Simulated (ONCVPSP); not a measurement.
lanthanum: one change to an ONCV potential, before and after

| Property | Result |
| --- | --- |
| Element | La (Z = 57) |
| Generator | ONCVPSP 4.0.1 |
| Type | optimised norm-conserving Vanderbilt (ONCV) |
| Functional | PBE |
| Relativity | scalar-relativistic |
| Frozen core | [Kr] 4d10 |
| Valence charge | 11 |
| Reference configuration | 5s2 5p6 5d1 6s1 (charge +1) |
| Partial waves | 5s+6s: rc 2.15 bohr, ncon 3, nbas 7, qcut 5.6 1/bohr, 3 projectors, debl 3.6 Ha; 5p: rc 2.70 bohr, ncon 4, nbas 7, qcut 5 1/bohr, 3 projectors, debl 1.8 Ha; 5d: rc 4.00 bohr, ncon 3, nbas 8, qcut 3.9 1/bohr, 1 projector; f scattering state at 0.44 Ha: rc 3.95 bohr, ncon 3, nbas 7, qcut 2.5 1/bohr, 2 projectors, debl 1.7 Ha |
| Local potential | polynomial inside 1.35 bohr (lpopt 3, dvloc0 1 Ha) |
| Core correction | none |

In the f channel the program set the typed energies aside and used -0.374, 1.326 Ha.

Change: local potential polynomial inside 2.00 bohr (lpopt 4, dvloc0 1 Ha).

Cutoffs: the cutoffs (Ha) at which the residual kinetic energy of the hardest occupied pseudo-wave falls to 1 and 0.1 mHa per electron; they do not see the model core or the augmentation charge, which bear on the density cutoff. Errors are all-electron minus pseudo energies relative to the spin-unpolarised reference configuration.

Q: How do hardness, ghosts and transferability respond?

A: The potential gets neither clearly harder nor softer (11 Ha and 13 Ha → 11 Ha and 13 Ha); the lowest positive-energy flag moves from f at 38.7 eV to s at 249.6 eV; the errors of the 4 common tests hardly move; neither file shows a bound ghost.

| quantity | base | changed |
| --- | --- | --- |
| cutoff, loose | 11 Ha | 11 Ha |
| cutoff, tight | 13 Ha | 13 Ha |
| bound ghosts | none | none |
| GHOST(+) flags under 300 eV | f at 38.7 eV, s at 115.1 eV, f at 180.4 eV, p at 196.3 eV, f at 282.2 eV | s at 249.6 eV |
| error for 5s2 5p6 5d1 6s2, meV [ΔE -5.97 eV] | 0.0 | 0.0 |
| error for 5s2 5p6 5d1 6s0, meV [ΔE 10.89 eV] | -5.0 | -5.0 |
| error for 5s2 5p6 5d0 6s0, meV [ΔE 29.84 eV] | +60 | +60 |
| error for 5s2 5p6 5d1 6s0 6p1, meV [ΔE 2.96 eV] | -0.4 | -0.2 |
| s: phases at 2.18 bohr within 0.05 rad from the reference energy up to (Ha; the scan ends near 5) | to the end of the scan | to the end of the scan |
| p: phases at 2.74 bohr within 0.05 rad from the reference energy up to (Ha; the scan ends near 5) | 4.6 | 4.5 |
| d: phases at 4.07 bohr within 0.05 rad from the reference energy up to (Ha; the scan ends near 5) | 0.1 | 0.1 |
| f: phases at 4.02 bohr within 0.05 rad from the reference energy up to (Ha; the scan ends near 5) | n/a | n/a |

Base: The cutoffs count occupied waves only; projector 2 of the f channel, the hardest unoccupied one, needs 30 Ha at the loose tolerance. Changed file: The cutoffs count occupied waves only; projector 2 of the f channel, the hardest unoccupied one, needs 30 Ha at the loose tolerance.
